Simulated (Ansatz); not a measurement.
An input meant for Cu(AsH3)(NH2) (CuAsNH₅) (charge 0, singlet; scaled by 0.96).

```yaml
crystal:
  periodic: [false, false, false]
  atoms:
    - {symbol: Cu, position_ang: [0.004028, -0.066628, -0.604419]}
    - {symbol: As, position_ang: [-0.001569, -0.032099, 1.577400]}
    - {symbol: H, position_ang: [-1.156632, -0.521422, 2.309280]}
    - {symbol: H, position_ang: [0.130862, 1.223353, 2.295215]}
    - {symbol: H, position_ang: [1.003124, -0.761321, 2.332126]}
    - {symbol: N, position_ang: [0.004049, -0.221882, -2.347959]}
    - {symbol: H, position_ang: [0.785070, 0.183359, -2.779919]}
    - {symbol: H, position_ang: [-0.768922, 0.196629, -2.781714]}
basis:
  gaussian: {orbitals: STO-3G, final_grid: {core_spheres: 5, valence_spheres: 4, degree: 11}}
magnetization: {spin_polarized: true, initial_magnetization: 4}
hamiltonian: {xc: {name: r2SCAN0}, dispersion: d3bjatm}
```

```sh
$ ansatz run in.yaml --threads 4 --pin off --events-out ev --progress --plain --max-ram 3916MiB
```

Shortened log:

```
Functional definition: r2SCAN0
474 factors; integrals over basis functions are off by at most 9.8e-4 eV
mean field evaluation 1: about -105161.4588 eV, gradient 1.6e2 eV
mean field evaluation 2: about -105460.2408 eV, gradient 1.3e2 eV
mean field evaluation 4: about -105769.1398 eV, gradient 7.5e1 eV
mean field evaluation 8: about -105769.1403 eV, gradient 7.5e1 eV
mean field evaluation 16: about -105837.3142 eV, gradient 5.2e-1 eV
mean field evaluation 32: about -105837.3625 eV, gradient 2.9e-1 eV
mean field evaluation 64: about -105837.3649 eV, gradient 4.1e-1 eV
mean field -105837.39536321 eV, -3889.4525404348 hartree, gradient 1.4e-5 eV, S^2 6.011015; 6 other end points of the search recorded, 0 dependent functions left out
reference -105837.39537496 eV, -3889.4525408666 hartree; 39, 35 occupied and 7, 11 virtual orbitals, 474 factors
Total energy: -105837.44526098 eV, -3889.4543741439 hartree
```

In this input the spin is set far too high (4 unpaired electrons typed, 0 in the singlet as meant). The run converged. The result belongs to that input, not to the species as meant.
